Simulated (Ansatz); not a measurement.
`[OH][GeH3]` and `[OH][GeH2][TeH]` differ in one atom or group.

Ansatz, PBE0-D4/def2-TZVP geometries, multiplicity 1. Each molecule was computed in one conformer, which needn't be the lowest.

Elements past krypton have def2 core potentials. Scalar relativity is left out up to krypton.

```json
{"property": "size of the dipole moment (PBE/def2-TZVPP) / D", "`[OH][GeH3]`": "1.34"}
{"property": "size of the dipole moment (ωB97M-V/def2-TZVPP) / D", "`[OH][GeH3]`": "1.46"}
{"property": "HOMO–LUMO gap (PBE/def2-TZVPP) / eV", "`[OH][GeH3]`": "6.05"}
{"property": "HOMO energy (PBE/def2-TZVPP) / eV", "`[OH][GeH3]`": "-6.82"}
{"property": "HOMO–LUMO gap (ωB97M-V/def2-TZVPP) / eV", "`[OH][GeH3]`": "12.61"}
{"property": "LUMO energy (ωB97M-V/def2-TZVPP) / eV", "`[OH][GeH3]`": "1.82"}
```

(1) Give the same properties after the change, and the shifts. (Estimate.)

Answers

(1) The calculation gave: 
```tsv
property	`[OH][GeH2][TeH]`	shift
size of the dipole moment (PBE/def2-TZVPP) / D	1.05	-0.29
size of the dipole moment (ωB97M-V/def2-TZVPP) / D	1.12	-0.34
HOMO–LUMO gap (PBE/def2-TZVPP) / eV	3.94	-2.11
HOMO energy (PBE/def2-TZVPP) / eV	-5.66	1.16
HOMO–LUMO gap (ωB97M-V/def2-TZVPP) / eV	9.65	-2.96
LUMO energy (ωB97M-V/def2-TZVPP) / eV	0.86	-0.96
```

With PBE0 the HOMO rises by 1.72 eV and the LUMO falls by 1.03 eV, so the gap narrows by about 2.75 eV. PBE moves the HOMO by 1.16 eV and ωB97M-V by 2.00 eV. The zero-point energy changes by -0.5 kJ/mol with +3 modes. Dipoles are sizes alone; their direction can turn.

Spin–orbit coupling is left out; it splits and shifts lone-pair levels of the heavy atoms by tenths of an eV.
